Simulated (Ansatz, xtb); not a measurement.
## Relaxing a trial structure of CH4AlFSe

The starting geometry of this gas-phase singlet was built from a drawn formula by distance geometry and a force field; its bonds are those of `F[CH2][AlH][SeH]`.

```tsv
atom	x (Å)	y (Å)	z (Å)
C	-1.7660	1.5649	-1.1654
Al	-0.1780	0.3058	-0.8548
F	-2.0980	2.1855	-0.0579
Se	1.8902	1.1987	-0.0297
H	-1.4175	2.2777	-1.9855
H	-2.6021	0.8974	-1.5453
H	-0.3772	-1.2794	-1.0354
H	1.3756	1.0931	1.4298
```

Problem. Where would you expect an optimisation with r2SCAN-D4/def2-SVP to take it?

Solution. It keeps its bonds, and is `F[CH2][AlH][SeH]`.

The energy falls by 0.75 eV over 15 steps:

| step | E − E(last) (eV) |
| --- | --- |
| 1 | 0.748 |
| 3 | 0.433 |
| 4 | 0.415 |
| 6 | 0.340 |
| 7 | 0.256 |
| 9 | 0.081 |
| 10 | 0.051 |
| 12 | 0.001 |
| 13 | 0.001 |
| 15 | 0.000 |

Final geometry (Å):

```xyz
8

C    -1.6013    1.4489   -1.0319
Al   -0.1136    0.1327   -0.9483
F    -1.3927    2.4748   -0.0988
Se    1.5162    0.6222    0.6051
H    -1.7013    1.9098   -2.0350
H    -2.5862    0.9860   -0.8215
H    -0.0298   -1.1567   -1.8638
H     0.7356    1.8259    0.9501
```

From the same start GFN2-xTB ends elsewhere, differing in Al2–F3 (1.89 against 2.80 Å here).

The end wasn't checked by frequencies. Run with Ansatz 0.2.0, 32 s on 2 threads of Arm Neoverse V2 (shared host).
